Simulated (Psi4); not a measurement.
Here is a job for Psi4.
```
memory 2 GB

molecule {
0 1
  Sb    0.00484300   -0.00078460    0.61928673
  Cl   -1.76019696   -0.96558664   -0.60678369
  Cl    0.03597192    2.00418831   -0.61706773
  Cl    1.70969605   -1.03624788   -0.63400877
}

set basis def2-svp

energy('pbe')
print_variables()
```

Q: What does this run give for the total energy, number of basis functions, dipole moment, nuclear repulsion energy?

A: 
```json
{
  "total_energy": "-1619.9642 Eh",
  "number_of_basis_functions": "80",
  "dipole_moment": "2.91 D",
  "nuclear_repulsion_energy": "395.6866 Eh"
}
```
